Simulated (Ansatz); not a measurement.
Stepwise reaction of `ClC[SiH2]CCl` with water, as a gas-phase model of exchange steps in deposition or etching. ΔE in kJ/mol; ΔG adds harmonic PBE0-D4 terms to CCSD(T)/CBS, at 1 bar.

Calculated with Ansatz (gas phase, PBE0-D4/def2-TZVP geometries, no zero-point term in ΔE). CBS: MP2 limit from def2 TZ/QZ plus the TZ coupled-cluster correction, frozen cores. This one scheme is used for every species. Functionals use def2-TZVPP. B3LYP here is the variant with VWN-RPA as its local correlation; programs differ in this. Each species was taken in one conformer, which may not be the lowest.

| step | reaction | PBE-D4 | B3LYP-D4 | ωB97M-V | CCSD(T)/CBS | ΔG(600 K) |
| --- | --- | --- | --- | --- | --- | --- |
| 1 | `ClC[SiH2]CCl` + H₂O → `O[SiH2]CCl` + `CCl` | -89.3 | -100.4 | -99.1 | -96.2 | -99.2 |

Q: Give the row of step 2, `O[SiH2]CCl` + H₂O → `O[SiH2]O` + `CCl`. (Estimate.)

A: The calculation gave: 
```tsv
step	reaction	PBE-D4	B3LYP-D4	ωB97M-V	CCSD(T)/CBS	ΔG(600 K)
2	`O[SiH2]CCl` + H₂O → `O[SiH2]O` + `CCl`	-103.0	-113.6	-112.3	-109.7	-104.3
```

Q: By hand: ΔE of the 2 steps together at CCSD(T)/CBS.

A: (-96.2) + (-109.7) = -205.9 kJ/mol, or -103.0 kJ/mol a step.

In ΔE each step is lower than the one before. All are downhill at CCSD(T)/CBS. ΔG lies between -104.3 and -99.2 kJ/mol a step. PBE-D4 differs from CCSD(T)/CBS by 6.7 to 6.9 kJ/mol a step. Only this route is followed, and other bonds may react first. Isolated molecules leave out the surface, adducts and barriers. Largest T1 diagnostic: 0.011.
